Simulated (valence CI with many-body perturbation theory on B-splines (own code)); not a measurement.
## From CI to CI+MBPT in Ir XLVI

Calculated by configuration interaction combined with many-body perturbation theory (CI+MBPT): four valence electrons over a frozen Dirac-Fock core [Ar] 3d10, a basis of 11 s, 11 p, 9 d, 7 f, 5 g, 2 h, 1 i functions for each j, with the one-electron correlation potential Σ1 (screened to all orders), the two-electron term Σ2, the three-electron term Σ3, Breit, model QED; selected single and double excitations, second order for the rest (own B-spline code, finite nucleus).

The last digits are not significant, and no measured levels were compared; by estimate large intervals hold to a few tenths of a per cent, small ones and those within an open d or f shell to about a per cent.

Each rung adds one term. CI alone is the Dirac-Coulomb CI over the frozen core; QED comes last and gives the full result, which names the levels. Energies are above (4s^2 4p1/2^2) J=0 on the same rung, in eV.

Levels are named by their leading jj configuration (3d3/2^4 stands for four electrons in 3d with j = 3/2), which in mixed levels can hold well under half, so a name can repeat and another be missing. Letters in brackets count levels of one name in rising energy.

| Level | CI alone | Σ1 | Σ2 | Σ3 | Breit | QED | Full |
| --- | --- | --- | --- | --- | --- | --- | --- |
| (4s^2 4p1/2 4p3/2) J=1 | 114.92 | +0.288 | +0.231 | +0.015 | -1.359 | +0.129 | 114.22 |
| (4s^2 4p1/2 4p3/2) J=2 | 119.59 | +0.289 | +0.167 | +0.006 | -1.412 | +0.129 | 118.77 |
| (4s 4p1/2^2 4p3/2) J=2 | 219.20 | +0.166 | +0.316 | +0.037 | -0.267 | -1.325 | 218.12 |
| (4s 4p1/2^2 4p3/2) J=1 | 235.32 | +0.166 | -0.274 | +0.018 | -0.279 | -1.293 | 233.66 |
| (4s^2 4p3/2^2) J=2 | 237.96 | +0.577 | +0.370 | +0.012 | -2.728 | +0.250 | 236.44 |
| (4s^2 4p3/2^2) J=0 | 247.87 | +0.579 | +0.223 | -0.009 | -2.663 | +0.249 | 246.25 |
| (4s^2 4p1/2 4d3/2) J=2 | 279.78 | +0.037 | +0.096 | +0.041 | -1.815 | -0.171 | 277.97 |
| (4s^2 4p1/2 4d3/2) J=1 | 300.32 | +0.053 | -0.979 | -0.005 | -1.702 | -0.228 | 297.46 |
| (4s^2 4p1/2 4d5/2) J=2 | 312.53 | +0.213 | -0.052 | +0.040 | -2.171 | -0.302 | 310.26 |
| (4s^2 4p1/2 4d5/2) J=3 | 314.82 | +0.178 | -0.154 | +0.028 | -2.341 | -0.175 | 312.35 |
| (4s 4p1/2 4p3/2^2) J=2 [a] | 334.22 | +0.389 | +0.135 | +0.029 | -1.680 | -1.016 | 332.07 |
| (4s 4p1/2 4p3/2^2) J=3 | 341.76 | +0.427 | +0.240 | +0.029 | -1.752 | -1.103 | 339.60 |
| (4s 4p1/2 4p3/2^2) J=0 | 346.53 | +0.449 | +0.365 | +0.023 | -1.556 | -1.171 | 344.64 |
| (4s 4p1/2 4p3/2^2) J=1 [a] | 354.48 | +0.453 | -0.048 | +0.018 | -1.626 | -1.170 | 352.10 |
| (4s 4p1/2 4p3/2^2) J=2 [b] | 357.20 | +0.444 | -0.302 | +0.019 | -1.705 | -1.130 | 354.52 |
| (4s 4p1/2 4p3/2^2) J=1 [b] | 359.02 | +0.453 | -0.596 | +0.011 | -1.567 | -1.199 | 356.12 |
| (4s 4p1/2^2 4d3/2) J=1 | 385.30 | -0.085 | +0.099 | +0.057 | -0.595 | -1.630 | 383.14 |
| (4s 4p1/2^2 4d3/2) J=2 | 389.06 | -0.079 | +0.062 | +0.048 | -0.653 | -1.632 | 386.80 |
| (4s^2 4p3/2 4d3/2) J=2 | 412.58 | +0.338 | -0.661 | +0.015 | -3.047 | -0.123 | 409.10 |
| (4s^2 4p3/2 4d3/2) J=1 | 414.10 | +0.339 | -0.553 | +0.018 | -3.072 | -0.097 | 410.73 |
| (4s^2 4p3/2 4d3/2) J=0 | 414.53 | +0.334 | -0.549 | +0.017 | -3.016 | -0.082 | 411.24 |
| (4s^2 4p3/2 4d3/2) J=3 | 414.86 | +0.330 | -0.501 | +0.010 | -3.189 | -0.051 | 411.46 |
| (4s 4p1/2^2 4d5/2) J=3 | 418.07 | +0.035 | -0.245 | +0.054 | -1.233 | -1.549 | 415.13 |
| (4s 4p1/2^2 4d5/2) J=2 | 425.72 | +0.048 | -0.318 | +0.025 | -1.118 | -1.627 | 422.73 |
| (4s^2 4p3/2 4d5/2) J=4 | 426.70 | +0.438 | +0.232 | +0.045 | -3.716 | +0.030 | 423.72 |
| (4s^2 4p3/2 4d5/2) J=2 | 429.50 | +0.472 | +0.183 | +0.045 | -3.590 | -0.091 | 426.52 |
| (4s^2 4p3/2 4d5/2) J=3 | 447.14 | +0.436 | -0.881 | -0.012 | -3.644 | +0.006 | 443.04 |
| (4s^2 4p3/2 4d5/2) J=1 | 449.09 | +0.451 | -0.534 | -0.019 | -3.562 | -0.022 | 445.40 |
| (4p1/2^2 4p3/2^2) J=2 | 462.41 | +0.302 | -0.453 | +0.037 | -0.641 | -2.483 | 459.18 |
| (4p1/2^2 4p3/2^2) J=0 | 469.18 | +0.325 | -0.396 | +0.031 | -0.558 | -2.544 | 466.04 |
| (4s 4p3/2^3) J=2 | 470.78 | +0.707 | -0.179 | +0.005 | -2.967 | -0.978 | 467.36 |

The middle columns are the shifts that each term adds.

Q: How does the ionisation energy move along the ladder, and which term matters most?

A: CI alone 2438.3, + Σ1 2440.2, + Σ2 2440.5, + Σ3 2440.3, + Breit 2437.1, + QED 2437.1 eV. The largest step is Breit, -3.2 eV. NIST lists 2435 ± 4 eV (theoretical).
